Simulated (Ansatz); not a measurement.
Nudged elastic band run: AlH5OSSi

The input (input.yaml):

```yaml
crystal:
  periodic: [false, false, false]
  atoms:
    - { symbol: O, position_ang: [-0.35842, 2.00975, -0.70359] }
    - { symbol: Al, position_ang: [-0.04141, 1.16453, 0.66695] }
    - { symbol: Si, position_ang: [0.20992, -1.25263, 0.64189] }
    - { symbol: S, position_ang: [0.31362, -1.77282, -1.47686] }
    - { symbol: H, position_ang: [-0.527, 2.54041, -1.47216] }
    - { symbol: H, position_ang: [0.09158, 1.97984, 1.9723] }
    - { symbol: H, position_ang: [-0.87541, -2.11912, 1.14836] }
    - { symbol: H, position_ang: [1.43714, -1.89645, 1.13861] }
    - { symbol: H, position_ang: [-0.25004, -0.65351, -1.9155] }
basis:
  gaussian: { orbitals: def2-SVP }
hamiltonian:
  xc: pbe0
  dispersion: d4
neb:
  order_check: false
  images: 7
  f_tol: 0.05
  max_iterations: 60
  final_atoms:
    - { symbol: O, position_ang: [-0.35842, 2.00975, -0.70359] }
    - { symbol: Al, position_ang: [-0.04141, 1.16453, 0.66695] }
    - { symbol: Si, position_ang: [0.20992, -1.25263, 0.64189] }
    - { symbol: S, position_ang: [0.31362, -1.77282, -1.47686] }
    - { symbol: H, position_ang: [-0.07464, -0.18307, -0.07768] }
    - { symbol: H, position_ang: [0.09158, 1.97984, 1.9723] }
    - { symbol: H, position_ang: [-0.87541, -2.11912, 1.14836] }
    - { symbol: H, position_ang: [1.43714, -1.89645, 1.13861] }
    - { symbol: H, position_ang: [-0.25004, -0.65351, -1.9155] }
  initial_path:
    images:
      - { positions_ang: [[-0.35842, 2.00975, -0.70359], [-0.04141, 1.16453, 0.66695], [0.20992, -1.25263, 0.64189], [0.31362, -1.77282, -1.47686], [-0.527, 2.54041, -1.47216], [0.09158, 1.97984, 1.9723], [-0.87541, -2.11912, 1.14836], [1.43714, -1.89645, 1.13861], [-0.25004, -0.65351, -1.9155]] }
      - { positions_ang: [[-0.35745282, 2.08500304, -0.69227348], [-0.04421046, 1.22192515, 0.6674687], [0.19772429, -1.19509629, 0.61263112], [0.30012924, -1.68938301, -1.51187573], [-0.45981135, 2.03297159, -1.3313273], [0.09149494, 2.02034282, 1.98250073], [-0.89111551, -2.06331076, 1.10809042], [1.42223299, -1.84961303, 1.1014432], [-0.25901132, -0.56283949, -1.93665766]] }
      - { positions_ang: [[-0.35648564, 2.16025607, -0.68095696], [-0.04701093, 1.2793203, 0.6679874], [0.18552858, -1.13756259, 0.58337224], [0.28663848, -1.60594601, -1.54689146], [-0.3926227, 1.52553317, -1.19049459], [0.09140989, 2.06084563, 1.99270146], [-0.90682103, -2.00750153, 1.06782085], [1.40732598, -1.80277607, 1.06427639], [-0.26798264, -0.47216898, -1.95781532]] }
      - { positions_ang: [[-0.35551845, 2.23550911, -0.66964044], [-0.04981139, 1.33671546, 0.6685061], [0.17333287, -1.08002888, 0.55411336], [0.27314771, -1.52250902, -1.5819072], [-0.32543405, 1.01809476, -1.04966189], [0.09132483, 2.10134845, 2.00290219], [-0.92252654, -1.95169229, 1.02755127], [1.39241897, -1.7559391, 1.02710959], [-0.27695395, -0.38149848, -1.97897298]] }
      - { positions_ang: [[-0.35455127, 2.31076214, -0.65832392], [-0.05261185, 1.39411061, 0.6690248], [0.16113716, -1.02249517, 0.52485448], [0.25965695, -1.43907202, -1.61692293], [-0.25824539, 0.51065635, -0.90882918], [0.09123977, 2.14185126, 2.01310292], [-0.93823205, -1.89588306, 0.98728169], [1.37751195, -1.70910214, 0.98994278], [-0.28592527, -0.29082797, -2.00013064]] }
      - { positions_ang: [[-0.35551845, 2.23550911, -0.66964044], [-0.04981139, 1.33671546, 0.6685061], [0.17333287, -1.08002888, 0.55411336], [0.27314771, -1.52250902, -1.5819072], [-0.21234405, 0.33722476, -0.70104189], [0.09132483, 2.10134845, 2.00290219], [-0.92252654, -1.95169229, 1.02755127], [1.39241897, -1.7559391, 1.02710959], [-0.27695395, -0.38149848, -1.97897298]] }
      - { positions_ang: [[-0.35648564, 2.16025607, -0.68095696], [-0.04701093, 1.2793203, 0.6679874], [0.18552858, -1.13756259, 0.58337224], [0.28663848, -1.60594601, -1.54689146], [-0.1664427, 0.16379317, -0.49325459], [0.09140989, 2.06084563, 1.99270146], [-0.90682103, -2.00750153, 1.06782085], [1.40732598, -1.80277607, 1.06427639], [-0.26798264, -0.47216898, -1.95781532]] }
      - { positions_ang: [[-0.35745282, 2.08500304, -0.69227348], [-0.04421046, 1.22192515, 0.6674687], [0.19772429, -1.19509629, 0.61263112], [0.30012924, -1.68938301, -1.51187573], [-0.12054135, -0.00963841, -0.2854673], [0.09149494, 2.02034282, 1.98250073], [-0.89111551, -2.06331076, 1.10809042], [1.42223299, -1.84961303, 1.1014432], [-0.25901132, -0.56283949, -1.93665766]] }
      - { positions_ang: [[-0.35842, 2.00975, -0.70359], [-0.04141, 1.16453, 0.66695], [0.20992, -1.25263, 0.64189], [0.31362, -1.77282, -1.47686], [-0.07464, -0.18307, -0.07768], [0.09158, 1.97984, 1.9723], [-0.87541, -2.11912, 1.14836], [1.43714, -1.89645, 1.13861], [-0.25004, -0.65351, -1.9155]] }
```

Command:

```bash
$ ansatz run input.yaml --threads 2 --pin off --max-ram 3072MiB --backend cpu --events-out ev --progress --plain --runs-dir out
```

Output, in part (warnings, iteration lines):

```
WARN: NEB end point (image 0): max|allowed force component| = 1.074e0 eV/Å (the criterion of neb.relax_end_points is 1.000e-2). That is over neb.f_tol: it is no minimum, so the barrier can be far off. Relax it first
WARN: NEB end point (image 8): max|allowed force component| = 7.493e0 eV/Å (the criterion of neb.relax_end_points is 1.000e-2). That is over neb.f_tol: it is no minimum, so the barrier can be far off. Relax it first
NEB iter   1: max|band force component| = 5.499e1 eV/Å  barrier→ = 5.8992 eV  barrier← = 0.5396 eV  Δτ_max = 0.2000 Å  (240 SCF iters)
NEB iter   2: max|band force component| = 3.558e0 eV/Å  barrier→ = 5.3596 eV  barrier← = 0.0000 eV  Δτ_max = 0.2000 Å  (205 SCF iters)
NEB iter   3: max|band force component| = 7.218e0 eV/Å  barrier→ = 5.3596 eV  barrier← = 0.0000 eV  Δτ_max = 0.1033 Å  (198 SCF iters)
NEB iter   4: max|band force component| = 3.353e0 eV/Å  barrier→ = 5.3596 eV  barrier← = 0.0000 eV  Δτ_max = 0.2000 Å  (197 SCF iters)
NEB iter   5: max|band force component| = 1.559e1 eV/Å  barrier→ = 5.3596 eV  barrier← = 0.0000 eV  Δτ_max = 0.1040 Å  (186 SCF iters)
NEB iter   6: max|band force component| = 2.463e0 eV/Å  barrier→ = 5.3596 eV  barrier← = 0.0000 eV  Δτ_max = 0.2000 Å  (189 SCF iters)
NEB iter   7: max|band force component| = 1.156e0 eV/Å  barrier→ = 5.3596 eV  barrier← = 0.0000 eV  Δτ_max = 0.2000 Å  (192 SCF iters)
NEB iter   8: max|band force component| = 2.536e0 eV/Å  barrier→ = 5.3596 eV  barrier← = 0.0000 eV  Δτ_max = 0.0988 Å  (188 SCF iters)
NEB iter   9: max|band force component| = 6.350e-1 eV/Å  barrier→ = 5.3596 eV  barrier← = 0.0000 eV  Δτ_max = 0.1928 Å  (177 SCF iters)
NEB iter  10: max|band force component| = 5.301e-1 eV/Å  barrier→ = 5.3596 eV  barrier← = 0.0000 eV  Δτ_max = 0.1982 Å  (188 SCF iters)
NEB iter  11: max|band force component| = 1.922e0 eV/Å  barrier→ = 2.5665 eV  barrier← = -2.7931 eV  CI = image 5  Δτ_max = 0.1990 Å  (179 SCF iters)
NEB iter  12: max|band force component| = 1.279e0 eV/Å  barrier→ = 2.8408 eV  barrier← = -2.5188 eV  CI = image 5  Δτ_max = 0.2000 Å  (190 SCF iters)
NEB iter  13: max|band force component| = 1.066e0 eV/Å  barrier→ = 2.7757 eV  barrier← = -2.5839 eV  CI = image 5  Δτ_max = 0.2000 Å  (194 SCF iters)
NEB iter  14: max|band force component| = 6.726e-1 eV/Å  barrier→ = 2.8805 eV  barrier← = -2.4791 eV  CI = image 5  Δτ_max = 0.1998 Å  (194 SCF iters)
NEB iter  15: max|band force component| = 5.806e-1 eV/Å  barrier→ = 2.9133 eV  barrier← = -2.4463 eV  CI = image 5  Δτ_max = 0.1983 Å  (194 SCF iters)
NEB iter  16: max|band force component| = 3.704e-1 eV/Å  barrier→ = 2.8706 eV  barrier← = -2.4890 eV  CI = image 5  Δτ_max = 0.1991 Å  (191 SCF iters)
NEB iter  17: max|band force component| = 5.253e-1 eV/Å  barrier→ = 2.8536 eV  barrier← = -2.5060 eV  CI = image 5  Δτ_max = 0.1005 Å  (186 SCF iters)
NEB iter  18: max|band force component| = 5.117e-1 eV/Å  barrier→ = 2.8457 eV  barrier← = -2.5139 eV  CI = image 5  Δτ_max = 0.0997 Å  (185 SCF iters)
NEB iter  19: max|band force component| = 2.976e-1 eV/Å  barrier→ = 2.8380 eV  barrier← = -2.5216 eV  CI = image 5  Δτ_max = 0.1002 Å  (183 SCF iters)
NEB iter  20: max|band force component| = 2.201e-1 eV/Å  barrier→ = 2.8352 eV  barrier← = -2.5243 eV  CI = image 5  Δτ_max = 0.1000 Å  (181 SCF iters)
NEB iter  21: max|band force component| = 2.170e-1 eV/Å  barrier→ = 2.8340 eV  barrier← = -2.5256 eV  CI = image 5  Δτ_max = 0.1002 Å  (177 SCF iters)
NEB iter  22: max|band force component| = 3.424e-1 eV/Å  barrier→ = 2.8331 eV  barrier← = -2.5265 eV  CI = image 5  Δτ_max = 0.0501 Å  (179 SCF iters)
NEB iter  23: max|band force component| = 3.886e-1 eV/Å  barrier→ = 2.8327 eV  barrier← = -2.5269 eV  CI = image 5  Δτ_max = 0.0508 Å  (174 SCF iters)
NEB iter  24: max|band force component| = 3.611e-1 eV/Å  barrier→ = 2.8325 eV  barrier← = -2.5271 eV  CI = image 5  Δτ_max = 0.0508 Å  (173 SCF iters)
NEB iter  25: max|band force component| = 3.236e-1 eV/Å  barrier→ = 2.8324 eV  barrier← = -2.5272 eV  CI = image 5  Δτ_max = 0.0502 Å  (173 SCF iters)
NEB iter  26: max|band force component| = 3.270e-1 eV/Å  barrier→ = 2.8323 eV  barrier← = -2.5273 eV  CI = image 5  Δτ_max = 0.0501 Å  (174 SCF iters)
NEB iter  27: max|band force component| = 3.706e-1 eV/Å  barrier→ = 2.8321 eV  barrier← = -2.5274 eV  CI = image 5  Δτ_max = 0.0250 Å  (172 SCF iters)
NEB iter  28: max|band force component| = 3.602e-1 eV/Å  barrier→ = 2.8319 eV  barrier← = -2.5277 eV  CI = image 5  Δτ_max = 0.0250 Å  (174 SCF iters)
NEB iter  29: max|band force component| = 3.001e-1 eV/Å  barrier→ = 2.8316 eV  barrier← = -2.5280 eV  CI = image 5  Δτ_max = 0.0251 Å  (172 SCF iters)
NEB iter  30: max|band force component| = 2.419e-1 eV/Å  barrier→ = 2.8313 eV  barrier← = -2.5283 eV  CI = image 5  Δτ_max = 0.0501 Å  (173 SCF iters)
NEB iter  31: max|band force component| = 3.098e-1 eV/Å  barrier→ = 2.8310 eV  barrier← = -2.5286 eV  CI = image 5  Δτ_max = 0.0500 Å  (174 SCF iters)
NEB iter  32: max|band force component| = 5.070e-1 eV/Å  barrier→ = 2.8308 eV  barrier← = -2.5288 eV  CI = image 5  Δτ_max = 0.0501 Å  (176 SCF iters)
NEB iter  33: max|band force component| = 7.433e-1 eV/Å  barrier→ = 2.8305 eV  barrier← = -2.5291 eV  CI = image 5  Δτ_max = 0.0501 Å  (177 SCF iters)
NEB iter  34: max|band force component| = 8.964e-1 eV/Å  barrier→ = 2.8300 eV  barrier← = -2.5296 eV  CI = image 5  Δτ_max = 0.1003 Å  (166 SCF iters)
NEB iter  35: max|band force component| = 8.833e-1 eV/Å  barrier→ = 2.8294 eV  barrier← = -2.5302 eV  CI = image 5  Δτ_max = 0.1001 Å  (169 SCF iters)
NEB iter  36: max|band force component| = 7.555e-1 eV/Å  barrier→ = 2.8285 eV  barrier← = -2.5311 eV  CI = image 5  Δτ_max = 0.0998 Å  (164 SCF iters)
NEB iter  37: max|band force component| = 1.306e0 eV/Å  barrier→ = 2.8277 eV  barrier← = -2.5319 eV  CI = image 5  Δτ_max = 0.0500 Å  (163 SCF iters)
NEB iter  38: max|band force component| = 6.013e-1 eV/Å  barrier→ = 2.8269 eV  barrier← = -2.5327 eV  CI = image 5  Δτ_max = 0.0997 Å  (161 SCF iters)
NEB iter  39: max|band force component| = 4.107e-1 eV/Å  barrier→ = 2.8264 eV  barrier← = -2.5332 eV  CI = image 5  Δτ_max = 0.0994 Å  (166 SCF iters)
NEB iter  40: max|band force component| = 4.473e-1 eV/Å  barrier→ = 2.8259 eV  barrier← = -2.5337 eV  CI = image 5  Δτ_max = 0.0500 Å  (159 SCF iters)
NEB iter  41: max|band force component| = 5.315e-1 eV/Å  barrier→ = 2.8253 eV  barrier← = -2.5343 eV  CI = image 5  Δτ_max = 0.0250 Å  (166 SCF iters)
NEB iter  42: max|band force component| = 4.616e-1 eV/Å  barrier→ = 2.8247 eV  barrier← = -2.5349 eV  CI = image 5  Δτ_max = 0.0250 Å  (163 SCF iters)
NEB iter  43: max|band force component| = 3.273e-1 eV/Å  barrier→ = 2.8242 eV  barrier← = -2.5354 eV  CI = image 5  Δτ_max = 0.0501 Å  (166 SCF iters)
NEB iter  44: max|band force component| = 3.403e-1 eV/Å  barrier→ = 2.8232 eV  barrier← = -2.5364 eV  CI = image 5  Δτ_max = 0.1007 Å  (169 SCF iters)
NEB iter  45: max|band force component| = 7.288e-1 eV/Å  barrier→ = 2.8222 eV  barrier← = -2.5374 eV  CI = image 5  Δτ_max = 0.0501 Å  (169 SCF iters)
NEB iter  46: max|band force component| = 9.640e-1 eV/Å  barrier→ = 2.8214 eV  barrier← = -2.5382 eV  CI = image 5  Δτ_max = 0.0994 Å  (170 SCF iters)
NEB iter  47: max|band force component| = 1.143e0 eV/Å  barrier→ = 2.8207 eV  barrier← = -2.5389 eV  CI = image 5  Δτ_max = 0.1981 Å  (172 SCF iters)
NEB iter  48: max|band force component| = 4.132e0 eV/Å  barrier→ = 2.8201 eV  barrier← = -2.5395 eV  CI = image 5  Δτ_max = 0.1001 Å  (171 SCF iters)
NEB iter  49: max|band force component| = 6.168e-1 eV/Å  barrier→ = 2.8196 eV  barrier← = -2.5400 eV  CI = image 5  Δτ_max = 0.1039 Å  (171 SCF iters)
NEB iter  50: max|band force component| = 3.820e-1 eV/Å  barrier→ = 2.8191 eV  barrier← = -2.5405 eV  CI = image 5  Δτ_max = 0.1963 Å  (172 SCF iters)
NEB iter  51: max|band force component| = 4.281e-1 eV/Å  barrier→ = 2.8184 eV  barrier← = -2.5412 eV  CI = image 5  Δτ_max = 0.1005 Å  (174 SCF iters)
NEB iter  52: max|band force component| = 5.560e-1 eV/Å  barrier→ = 2.8175 eV  barrier← = -2.5421 eV  CI = image 5  Δτ_max = 0.0506 Å  (178 SCF iters)
NEB iter  53: max|band force component| = 4.908e-1 eV/Å  barrier→ = 2.8164 eV  barrier← = -2.5432 eV  CI = image 5  Δτ_max = 0.0504 Å  (178 SCF iters)
NEB iter  54: max|band force component| = 4.598e-1 eV/Å  barrier→ = 2.8157 eV  barrier← = -2.5439 eV  CI = image 5  Δτ_max = 0.0503 Å  (173 SCF iters)
NEB iter  55: max|band force component| = 5.010e-1 eV/Å  barrier→ = 2.8148 eV  barrier← = -2.5448 eV  CI = image 5  Δτ_max = 0.0503 Å  (174 SCF iters)
NEB iter  56: max|band force component| = 5.184e-1 eV/Å  barrier→ = 2.8128 eV  barrier← = -2.5468 eV  CI = image 5  Δτ_max = 0.0502 Å  (171 SCF iters)
NEB iter  57: max|band force component| = 5.122e-1 eV/Å  barrier→ = 2.8115 eV  barrier← = -2.5481 eV  CI = image 5  Δτ_max = 0.0501 Å  (173 SCF iters)
NEB iter  58: max|band force component| = 4.939e-1 eV/Å  barrier→ = 2.8107 eV  barrier← = -2.5489 eV  CI = image 5  Δτ_max = 0.1001 Å  (177 SCF iters)
NEB iter  59: max|band force component| = 3.391e-1 eV/Å  barrier→ = 2.8085 eV  barrier← = -2.5511 eV  CI = image 5  Δτ_max = 0.1004 Å  (177 SCF iters)
NEB iter  60: max|band force component| = 6.518e-1 eV/Å  barrier→ = 2.8034 eV  barrier← = -2.5562 eV  CI = image 5  Δτ_max = 0.0501 Å  (179 SCF iters)
Error: NEB band did not converge after 60 iterations: max|band force component| = 6.52e-1 eV/Å (threshold 5.0e-2); raise `neb.max_iterations` in a new run, which can start from the last band evaluated (`neb.initial_path`, with `crystal.atoms` and `neb.final_atoms` set to its first and last images), …
```

It did not converge within its limit. The band didn't meet its force threshold, so its energies are provisional: the largest band force was still 0.65 eV/Å, and over the last iterations the top stayed at 5.36 eV. Neighbouring images lie up to 2.8 Å apart, so the band is torn or far too coarse. The end points aren't both relaxed to the band's threshold either. Inner images lie below an end point, which means an intermediate or an end that isn't the lowest structure nearby. The orbitals stay closed-shell, which can raise the energy where a bond breaks towards radicals; this wasn't checked here.

Final band (atoms are numbered from 1 in the order of the input):

| image | path coordinate (Å) | energy (eV) | O1–H5 (Å) | Al2–H5 (Å) | Si3–H5 (Å) |
| --- | --- | --- | --- | --- | --- |
| 0 | 0.00 | 0.00 | 0.95 | 2.59 | 4.40 |
| 1 | 1.12 | -0.25 | 0.96 | 2.41 | 3.71 |
| 2 | 2.25 | -0.25 | 0.96 | 2.34 | 3.43 |
| 3 | 3.38 | -0.20 | 0.96 | 2.38 | 3.60 |
| 4 | 4.51 | 0.21 | 0.97 | 2.03 | 2.70 |
| 5 | 5.64 | 2.80 | 1.55 | 1.77 | 1.71 |
| 6 | 8.35 | 0.16 | 2.94 | 1.73 | 1.60 |
| 7 | 11.13 | -0.51 | 3.14 | 1.78 | 1.52 |
| 8 | 13.83 | 5.36 | 2.30 | 1.54 | 1.32 |

Run time: 7.3 min on 2 threads of Intel(R) Xeon(R) 6975P-C (Granite Rapids) (shared host), peak memory 0.24 GiB.
